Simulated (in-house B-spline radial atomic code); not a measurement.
Ionisation energies along the 30-electron series, configuration [Ar] 3d10 4s2, as differences of self-consistent energies. Dirac energy differences include first-order Breit, QED and recoil terms. NIST's values go from ground level to ground level; the uncertainty of those that are theory runs from under 0.1 % in few-electron ions to several per cent in heavy many-electron ones. Computed with a radial B-spline atomic code at the basis-set limit: Dirac-Hartree-Fock, average of the configuration, finite nuclei.

```tsv
ion	configuration after	ionisation energy (eV)	IE/(q+1)² (eV)	-ε less Coulomb ΔSCF (eV)	Breit and QED recoil part (eV)	tabulated value (eV)	tabulated kind	computed minus tabulated (eV)
Zn	[Ar] 3d10 4s1	7.8	7.7858	0.33409	-0.0064107	9.394197	measured	-1.6
Ga+	[Ar] 3d10 4s1	18.8	4.6882	0.27306	-0.012352	20.51514	measured	-1.8
Ge2+	[Ar] 3d10 4s1	32.2	3.5769	0.24507	-0.01949	34.0576	measured	-1.9
As3+	[Ar] 3d10 4s1	47.8	2.99	0.23001	-0.028058	50.15	measured	-2.3
Se4+	[Ar] 3d10 4s1	65.6	2.6226	0.22136	-0.038151	68.3	semi-empirical	-2.7
Br5+	[Ar] 3d10 4s1	85.3	2.369	0.2163	-0.049934	87.39	measured	-2.1
Kr6+	[Ar] 3d10 4s1	107.0	2.1827	0.2134	-0.063441	109.13	tabulated theory	-2.2
Rb7+	[Ar] 3d10 4s1	130.5	2.0396	0.21188	-0.07885	132.79	semi-empirical	-2.3
Sr8+	[Ar] 3d10 4s1	?	?	?	?	?	semi-empirical	?
Zr10+	[Ar] 3d10 4s1	212.6	1.7569	0.21168	-0.13742	214.9	semi-empirical	-2.3
Nb11+	[Ar] 3d10 4s1	243.7	1.6922	0.21242	-0.16143	246.1	semi-empirical	-2.4
Mo12+	[Ar] 3d10 4s1	276.6	1.6368	0.21339	-0.18786	279.1	semi-empirical	-2.5
Tc13+	[Ar] 3d10 4s1	?	?	?	?	?	tabulated theory	?
Ru14+	[Ar] 3d10 4s1	348.1	1.547	0.2158	-0.24864	348	tabulated theory	0.1
Rh15+	[Ar] 3d10 4s1	386.6	1.5101	0.21718	-0.28324	389.3	tabulated theory	-2.7
Pd16+	[Ar] 3d10 4s1	427.0	1.4774	0.21863	-0.32075	427	tabulated theory	0.0
Ag17+	[Ar] 3d10 4s1	469.2	1.4482	0.22015	-0.3614	469	tabulated theory	0.2
Cd18+	[Ar] 3d10 4s1	513.3	1.422	0.22173	-0.40517	513	tabulated theory	0.3
In19+	[Ar] 3d10 4s1	559.3	1.3983	0.22335	-0.45243	560	tabulated theory	-0.7
Sn20+	[Ar] 3d10 4s1	607.2	1.3769	0.22502	-0.50312	608	tabulated theory	-0.8
Sb21+	[Ar] 3d10 4s1	657.0	1.3574	0.22672	-0.55755	657	tabulated theory	0.0
Te22+	[Ar] 3d10 4s1	?	?	?	?	?	tabulated theory	?
I23+	[Ar] 3d10 4s1	762.3	1.3234	0.23023	-0.67792	762	tabulated theory	0.3
Xe24+	[Ar] 3d10 4s1	817.8	1.3084	0.23204	-0.74417	818	tabulated theory	-0.2
```

(1) Fill in the row of Sr8+.

(2) Fill in the row of Tc13+.

(3) Fill in the row of Te22+.

(4) How far is this level of theory from the measured and semi-empirical values?

Results:

(1) ionisation energy (eV): 156.0; IE/(q+1)² (eV): 1.9261; -ε less Coulomb ΔSCF (eV): 0.21125; Breit and QED recoil part (eV): -0.096223; tabulated value (eV): 158.33; computed minus tabulated (eV): -2.3.

(2) ionisation energy (eV): 311.4; IE/(q+1)² (eV): 1.5889; -ε less Coulomb ΔSCF (eV): 0.21453; Breit and QED recoil part (eV): -0.21694; tabulated value (eV): 311; computed minus tabulated (eV): 0.4.

(3) ionisation energy (eV): 708.7; IE/(q+1)² (eV): 1.3397; -ε less Coulomb ΔSCF (eV): 0.22846; Breit and QED recoil part (eV): -0.61563; tabulated value (eV): 709; computed minus tabulated (eV): -0.3.

(4) Over those 11 rows the differences run from -2.74 to -1.61 eV (mean absolute value 2.2 eV). The calculation leaves out correlation and, in open shells, the multiplet splittings that an average leaves out.
